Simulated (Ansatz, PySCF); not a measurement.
Species: InBr, net charge 0, singlet state. 
Structure (B3LYP-D3(BJ)/def2-TZVP (Ansatz, a quantum-chemistry and plane-wave program) minimum search):
SMILES: [In][Br]
```xyz
2

In     0.0000     0.0000    -1.0815
Br     0.0000     0.0000     1.5141
```
Charge 0, spin multiplicity 1.

Dipole moments at this geometry, in debye (magnitudes).

```json
[
 {"level": "revPBE/def2-TZVPD", "program": "Ansatz", "dipole (D)": "3.66"},
 {"level": "TPSS/def2-TZVPD", "program": "PySCF", "dipole (D)": "3.69"},
 {"level": "r2SCAN/def2-TZVPD", "program": "Ansatz", "dipole (D)": "3.67"},
 {"level": "B97M-V/def2-TZVPD", "program": "Ansatz", "dipole (D)": "3.84"},
 {"level": "B3LYP/def2-TZVPD", "program": "PySCF", "dipole (D)": "3.85"},
 {"level": "PBE0/def2-TZVPD", "program": "Ansatz", "dipole (D)": "3.83"},
 {"level": "r2SCAN0/def2-TZVPD", "program": "Ansatz", "dipole (D)": "3.83"},
 {"level": "PW6B95/def2-TZVPD", "program": "PySCF", "dipole (D)": "3.90"},
 {"level": "M06-2X/def2-TZVPD", "program": "PySCF", "dipole (D)": "4.04"},
 {"level": "MN15/def2-TZVPD", "program": "PySCF", "dipole (D)": "3.92"},
 {"level": "HSE06/def2-TZVPD", "program": "Ansatz", "dipole (D)": "3.82"},
 {"level": "LC-wPBE/def2-TZVPD", "program": "Ansatz", "dipole (D)": "3.96"},
 {"level": "wB97M-V/def2-TZVPD", "program": "Ansatz", "dipole (D)": "3.92"},
 {"level": "CCSD(T)/def2-SVPD", "program": "Ansatz", "dipole (D)": "3.71"}
]
```
